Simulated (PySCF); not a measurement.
C₁₀H₁₂O.
Structure used (PBE0-D3(BJ)/def2-SVP), in Å, numbered top down from 1:
```xyz
23
C10H12O angstrom
C     -2.4610   -0.9881   -0.4344
C     -1.3541   -0.4815   -1.3562
C     -0.1547    0.0214   -0.5991
C      0.9402   -0.8249   -0.4211
C      2.0829   -0.4547    0.2995
C      3.2140   -1.4220    0.4806
C      2.1297    0.8279    0.8556
C      1.0580    1.6932    0.6881
C     -0.0878    1.3128   -0.0230
C     -1.1523    2.3283   -0.1360
O     -2.2317    2.1983   -0.6623
H     -3.3034   -1.3844   -1.0214
H     -2.0958   -1.7908    0.2248
H     -2.8463   -0.1719    0.1928
H     -1.7598    0.3203   -1.9880
H     -1.0247   -1.2974   -2.0194
H      0.9019   -1.8221   -0.8709
H      2.9700   -2.1627    1.2605
H      3.4155   -1.9819   -0.4447
H      4.1385   -0.9123    0.7855
H      3.0125    1.1474    1.4151
H      1.0993    2.7000    1.1153
H     -0.8721    3.3070    0.3361
```

Computed with PySCF at PBE0/pcSseg-1, non-relativistic, on one gas-phase PBE0-D3(BJ)/def2-SVP geometry that isn't relaxed in the solvent. The solvent is an IEF-PCM continuum (van der Waals radii × 1.2). Specific hydrogen bonds and non-electrostatic terms are outside this model.

Gas phase at PBE0/pcSseg-1: HOMO -7.27 eV, LUMO -1.70 eV, dipole 3.55 D.

Q: What does the continuum do to the energy, the frontier levels and the dipole at PBE0/pcSseg-1 in chloroform and water?

A: 
| solvent | ε | E(solvent) − E(gas) (kcal/mol) | polarisation term (kcal/mol) | distortion of the solute (kcal/mol) | HOMO (eV) | LUMO (eV) | dipole (D) |
| --- | --- | --- | --- | --- | --- | --- | --- |
| chloroform | 4.711 | -3.94 | -4.47 | 0.53 | -7.24 | -1.70 | 4.41 |
| water | 78.36 | -5.73 | -6.88 | 1.15 | -7.25 | -1.73 | 4.79 |

The polarisation term is half the interaction of the solute with the surface charges that it induces; the rest is the cost of distorting the solute's density. The sum is the electrostatic part of solvation alone. From chloroform to water the lowering changes by a factor 1.46, Onsager's factor (ε − 1)/(2ε + 1) by 1.38 and ε itself by 16.6.

Q: Which radius a makes the point-dipole formula ΔE = −[(ε − 1)/(2ε + 1)]·μ²/a³ give the value in water, with the gas-phase dipole?

A: μ = 1.398 au and |ΔE| = 0.00914 Eh give a = 2.50 Å; the farthest nucleus lies 4.10 Å from the centroid of the nuclei, so such a sphere wouldn't even hold the nuclei. The formula assumes a rigid point dipole at the centre of a sphere.

Q: Give the dipole vector in the frame of the coordinates (D, pointing from negative to positive charge), gas and water.

A: Gas (3.12, -1.39, 0.99), solvent (4.24, -1.77, 1.36). Its length changes by +35 % and its direction by 1°.

Q: Which Hirshfeld charges (PBE0/pcSseg-1) respond most in chloroform (means over atoms taken as equivalent)?

A: 
| atoms | environment | gas (e) | solvent (e) | change |
| --- | --- | --- | --- | --- |
| O11 | aldehyde oxygen | -0.209 | -0.236 | -0.027 |
| H23 | formyl hydrogen | +0.036 | +0.044 | +0.008 |
| H22 | aromatic hydrogen | +0.050 | +0.058 | +0.008 |
| H21 | aromatic hydrogen | +0.050 | +0.056 | +0.006 |
| H17 | aromatic hydrogen | +0.048 | +0.054 | +0.006 |
| C9 | substituted aromatic carbon | -0.027 | -0.032 | -0.005 |
| C3 | substituted aromatic carbon | +0.029 | +0.025 | -0.004 |
| H18/H19/H20 | methyl hydrogen | +0.049 | +0.053 | +0.004 |

Q: Which Mayer bond orders change most in chloroform?

A: 
```json
{"bond": "C10–O11", "length (Å)": "1.208", "gas": "1.945", "solvent": "1.922", "change": "-0.023"}
{"bond": "C9–C10", "length (Å)": "1.476", "gas": "1.045", "solvent": "1.064", "change": "+0.019"}
{"bond": "C9–C3", "length (Å)": "1.416", "gas": "1.300", "solvent": "1.289", "change": "-0.011"}
{"bond": "C5–C7", "length (Å)": "1.399", "gas": "1.396", "solvent": "1.388", "change": "-0.008"}
{"bond": "C4–C5", "length (Å)": "1.401", "gas": "1.364", "solvent": "1.358", "change": "-0.006"}
{"bond": "C8–C9", "length (Å)": "1.401", "gas": "1.362", "solvent": "1.357", "change": "-0.005"}
{"bond": "C5–C6", "length (Å)": "1.499", "gas": "1.076", "solvent": "1.080", "change": "+0.004"}
{"bond": "C6–H18", "length (Å)": "1.103", "gas": "0.942", "solvent": "0.939", "change": "-0.003"}
```

Q: How do the nuclear quadrupole coupling constants eQVzz/h respond in chloroform?

A: 
```json
{"nucleus": "17O at O11", "Q (barn)": "-0.0256", "gas (MHz)": "11.94", "solvent (MHz)": "11.74", "η gas": "0.47", "η solvent": "0.42"}
```
